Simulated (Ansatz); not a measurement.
C2H6OSn can be A, `C[CH2][Sn][OH]`, or B, `C[O][Sn][CH3]`.

Program: Ansatz. Geometries: PBE0-D4/def2-TZVP. ΔE: electronic, gas phase. CBS: MP2 limit from def2 TZ/QZ plus the TZ coupled-cluster correction, frozen cores. Functionals use def2-TZVPP. def2 core potentials past Kr. For Sn outer-core shells are correlated without core-valence functions, which leaves a few kJ/mol of doubt a bond. Each species was taken in one conformer, which may not be the lowest.

A:

Z-matrix (Å, degrees):
```
C
C 1 1.519
H 1 1.095 2 111.8
H 1 1.095 2 112.4 3 119.8
H 1 1.095 2 111.8 3 -120.4
Sn 2 2.211 1 116.9 3 60.1
H 2 1.098 1 111.0 3 -61.7
H 2 1.098 1 111.0 3 -178.1
O 6 1.983 2 96.8 1 0.2
H 9 0.962 6 114.6 2 -0.0
```

B:

```xyz
10

C    -0.787   -1.377   -0.407
O    -0.500   -0.531   -1.483
Sn    0.422    1.221   -1.504
C     0.820    1.372    0.650
H    -1.868   -1.554   -0.348
H    -0.458   -0.978    0.560
H    -0.301   -2.349   -0.553
H     1.435    0.535    0.994
H    -0.113    1.359    1.222
H     1.348    2.303    0.869
```

**Question.** Which is lower in electronic energy at CCSD(T)/CBS, and by how much? (Estimate.)

**Answer.** Ansatz gave: A, by 11.1 kcal/mol.

**Question.** Give E(B) − E(A) in kcal/mol with LDA (SPW92), ωB97M-V, BLYP-D4, HF/def2-TZVPP, r2SCAN-D4, PBE-D4, PBE0-D4. (An estimate is asked.)

**Answer.** Computed: LDA (SPW92) 10.6, ωB97M-V 10.4, BLYP-D4 8.6, HF/def2-TZVPP 7.9, r2SCAN-D4 10.0, PBE-D4 10.1, PBE0-D4 10.5. None reverses the order clearly.

**Question.** Does the order hold for the free energy at 298.15 K (harmonic terms from PBE0-D4)? (Estimate.)

**Answer.** Computed: Yes: G(B) − G(A) = +9.8 kcal/mol, for one conformer each.

Largest T1 diagnostic: 0.017.

Leaving LDA and LC-ωPBE aside and taking each functional with its dispersion term where it has one, the values, not all of them listed here, spread over 2.5 kcal/mol, from BLYP-D4 to PBE-QIDH. In def2-TZVPP, CCSD(T) changes the Hartree–Fock value by +2.8 kcal/mol (the triples alone add +0.1 kcal/mol) and MP2 by +4.0 kcal/mol.
